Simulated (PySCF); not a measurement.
# Assignment exercise: C4H12FPSi2

Molfile (atoms numbered from 1):
```
C4H12FPSi2
     RDKit          3D

 20 19  0  0  0  0  0  0  0  0999 V2000
   -3.5045    0.6983    0.4280 C   0  0  0  0  0  0  0  0  0  0  0  0
   -2.2030   -0.1525   -0.6664 Si  0  0  0  0  0  4  0  0  0  0  0  0
   -0.5616    0.0713    0.2522 C   0  0  0  0  0  0  0  0  0  0  0  0
    0.6471   -0.3688   -0.0914 C   0  0  0  0  0  0  0  0  0  0  0  0
    0.9265   -1.1449   -1.3379 C   0  0  0  0  0  0  0  0  0  0  0  0
   -0.1743   -1.3321   -2.1375 F   0  0  0  0  0  0  0  0  0  0  0  0
    2.1924   -0.0634    0.9606 Si  0  0  0  0  0  4  0  0  0  0  0  0
    3.8533    0.4706   -0.4503 P   0  0  0  0  0  0  0  0  0  0  0  0
   -3.3038    1.7607    0.5357 H   0  0  0  0  0  0  0  0  0  0  0  0
   -3.5348    0.2675    1.4251 H   0  0  0  0  0  0  0  0  0  0  0  0
   -4.4973    0.5969    0.0004 H   0  0  0  0  0  0  0  0  0  0  0  0
   -2.1682    0.5146   -1.9701 H   0  0  0  0  0  0  0  0  0  0  0  0
   -2.5336   -1.5750   -0.7869 H   0  0  0  0  0  0  0  0  0  0  0  0
   -0.6216    0.6240    1.1826 H   0  0  0  0  0  0  0  0  0  0  0  0
    1.6753   -0.6242   -1.9517 H   0  0  0  0  0  0  0  0  0  0  0  0
    1.3079   -2.1436   -1.0917 H   0  0  0  0  0  0  0  0  0  0  0  0
    1.8832    0.9635    1.9613 H   0  0  0  0  0  0  0  0  0  0  0  0
    2.6228   -1.2923    1.6402 H   0  0  0  0  0  0  0  0  0  0  0  0
    3.3226    1.6942   -0.8212 H   0  0  0  0  0  0  0  0  0  0  0  0
    4.6663    1.0457    0.5064 H   0  0  0  0  0  0  0  0  0  0  0  0
  1  2  1  0
  2  3  1  0
  3  4  2  0
  4  5  1  0
  5  6  1  0
  4  7  1  0
  7  8  1  0
  1  9  1  0
  1 10  1  0
  1 11  1  0
  2 12  1  0
  2 13  1  0
  3 14  1  0
  5 15  1  0
  5 16  1  0
  7 17  1  0
  7 18  1  0
  8 19  1  0
  8 20  1  0
M  END
```

[PySCF 2.14: geometry: GFN2-xTB; shieldings: GIAO PBE0/pcSseg-1; a single conformation; non-relativistic; averaged over atoms made equivalent by symmetry, fast rotation or ring inversion; gas phase]

Chemical shifts δ = σref − σ; 13C (186.93 ppm) and 1H (31.72 ppm) against TMS, all at this level.

Problem. Assign these signals to the numbered atoms. 13C{1H} NMR (computed): δ 158.9 (C), 146.5 (CH), 92.1 (CH2), -4.5 (CH3).

Solution. 
| δ (ppm) | atoms | environment | reason |
| --- | --- | --- | --- |
| 158.9 | C4 | fully substituted alkene carbon | an sp2 carbon of a C=C bond |
| 146.5 | C3 | alkene CH | the olefinic region |
| 92.1 | C5 | allylic sp3 CH2 bonded to F | the inductive effect lowers its shielding |
| -4.5 | C1 | methyl carbon bonded to Si | an electropositive neighbour leaves it electron-rich and shielded |

Problem. Assign these signals to the numbered atoms. 1H NMR (500 MHz, computed): δ 6.61 (m, 1H), 5.52 (m, 2H), 4.69 (m, 2H), 4.59 (m, 2H), 1.10 (m, 2H), 0.14 (t, 3H).

Solution. 
6.61 → H14, hydrogen on an alkene CH: a vinylic proton, deshielded by the sp2 carbon and the C=C anisotropy
5.52 → H15/H16, hydrogen on an allylic sp3 CH2 bonded to F: its carbon carries F, hence the downfield position
4.69 → H17/H18, hydrogen on a silicon bonded to C, P
4.59 → H12/H13, hydrogen on a silicon bonded to 2 C
1.10 → H19/H20, hydrogen on a phosphorus bonded to Si
0.14 → H9/H10/H11, hydrogen on a methyl carbon bonded to Si: an electropositive neighbour shields it, as in TMS itself

H17/H18 and H12/H13 lie closer than the usual error of such a calculation, so a measured spectrum could show them in the other order.

Splittings by 19F and 31P in the carbon and heteronuclear signals aren't shown, as no couplings were computed. Shifts are as computed. Against solution values, carbons near 30 ppm lie about +3 ppm off and those near 130 ppm about +5 ppm. Of 1211 compounds with measured shifts, 218 miss one by over three times the rms of a fit or turn the order of signals round; such compounds aren't used in these exercises. Multiplicities follow the n + 1 count of equivalent neighbours, as no J values were calculated; m marks all less simple cases, F and P coupling included.
